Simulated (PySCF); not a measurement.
Ga(I)3 cation (GaI3), SMILES [I][Ga]([I])[I] (connectivity only; charge and spin as stated), charge +1, multiplicity 2.

Coordinates come from a r2SCAN-D4/def2-SVP optimisation. The spin state was assumed, not searched. The isomer is the one that the SMILES or the coordinates give; other isomers of the formula were not compared. The def2 effective core potentials stand for the cores of I; spin–orbit coupling is left out.

Two levels are set side by side: PBE/def2-TZVP (PySCF) and ωB97X/def2-TZVP (PySCF). Same geometry, gas phase. Differences are taken from unrounded values.

```
quantity                     ωB97X
---------------------------  -----
α-spin orbital gap (eV)       8.93
β-spin orbital gap (eV)       4.21
mean polarisability (bohr³)  201.7
```

### Question
What does PBE give, and how far is it from ωB97X? (An estimate is asked for; the answer gives what the named calculation found.)

### Answer

```tsv
quantity	PBE	PBE minus ωB97X
α-spin orbital gap (eV)	3.73	-5.21
β-spin orbital gap (eV)	0.28	-3.93
mean polarisability (bohr³)	163.9	-37.8
```

Rough cost on one machine, each run with all the roots and properties that it gave: ωB97X against PBE within a factor of 2.
